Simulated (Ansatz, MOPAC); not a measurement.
Species: C₃HFNS (charge 0, doublet). SMILES: Fc1[c]scn1
Geometry: optimised at B3LYP-D3(BJ)/def2-TZVP (Ansatz, a program for electronic structure).

Quantity: enthalpy of formation at 298 K, in kcal/mol. Terms: no dispersion term unless named; LANL2DZ with its own core potentials from Na on; non-relativistic; no spin-orbit coupling; six Cartesian d functions in 6-31G* and its kin unless marked 5d; open shells spin-unrestricted. First-principles rows: single points at B3LYP-D3(BJ) geometries (Ansatz), with unscaled harmonic terms from B3LYP/6-31G* (Ansatz) at its own minima, enthalpies of formation by atomisation with measured atoms. Semi-empirical rows: MOPAC heats of formation at their own minima for 298 K. A UHF reference is markedly spin-contaminated in at least one set, which strains HF and MP2.

```json
[
 {"level": "AM1", "program": "MOPAC", "enthalpy of formation at 298 K (kcal/mol)": "63.8"},
 {"level": "HF/3-21G", "program": "Ansatz", "enthalpy of formation at 298 K (kcal/mol)": "415.7"},
 {"level": "SVWN5/6-31G*", "program": "Ansatz", "enthalpy of formation at 298 K (kcal/mol)": "-107.0"},
 {"level": "PBE/STO-3G", "program": "Ansatz", "enthalpy of formation at 298 K (kcal/mol)": "-63.4"},
 {"level": "PBE/3-21G", "program": "Ansatz", "enthalpy of formation at 298 K (kcal/mol)": "58.2"},
 {"level": "B3LYP/3-21G", "program": "Ansatz", "enthalpy of formation at 298 K (kcal/mol)": "124.8"},
 {"level": "B3LYP/LANL2DZ", "program": "Ansatz", "enthalpy of formation at 298 K (kcal/mol)": "159.4"},
 {"level": "B3LYP/6-31G**", "program": "Ansatz", "enthalpy of formation at 298 K (kcal/mol)": "67.4"},
 {"level": "B3LYP/cc-pVDZ", "program": "Ansatz", "enthalpy of formation at 298 K (kcal/mol)": "77.0"},
 {"level": "PBE/def2-TZVPD", "program": "Ansatz", "enthalpy of formation at 298 K (kcal/mol)": "6.8"},
 {"level": "wB97X-V/def2-TZVPD", "program": "Ansatz", "enthalpy of formation at 298 K (kcal/mol)": "55.0"}
]
```

No value to compare with is used here. The 9 habitual levels span -107.0 (SVWN5/6-31G*) to 415.7 kcal/mol (HF/3-21G); wB97X-V/def2-TZVPD gives 55.0.

The levels are drawn from those run, B3LYP/6-31G* more often than the rest, none by its result; left out are runs that failed, that the program found above a lower state of the same kind, or whose <S^2> lies over 0.5 above the pure value.
